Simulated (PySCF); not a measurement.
Mn(OH)2 (H₂MnO₂), SMILES [OH][Mn][OH] (connectivity only; charge and spin as stated), neutral, multiplicity 6. Geometry: PBE-D3(BJ)/def2-TZVP. The spin state was assumed, not searched. One conformer was computed; it need not be the lowest.

Calculation: PBE-D3(BJ)/def2-TZVP (PySCF).

Harmonic wavenumbers (cm⁻¹): 105, 107, 197, 505, 524, 607, 721, 3769, 3770. Rotational constants (GHz): 442.2, 4.262, 4.258; symmetry number 2.

Question: Work out the zero-point energy and the ideal-gas rigid-rotor harmonic-oscillator thermochemistry at 298.15 K and 1 atm.

Answer: ZPE = ½ Σ hcν = ½ × 10305 cm⁻¹ = 61.64 kJ/mol. H − E(el) = 78.64 kJ/mol. Entropy in J/(mol K): translation 164.72, rotation 83.02, vibration 45.23, spin 14.90, total 307.87. G − E(el) = -13.15 kJ/mol. Cp = 74.99 J/(mol K). Modes under 150 cm⁻¹ make the vibrational entropy uncertain.
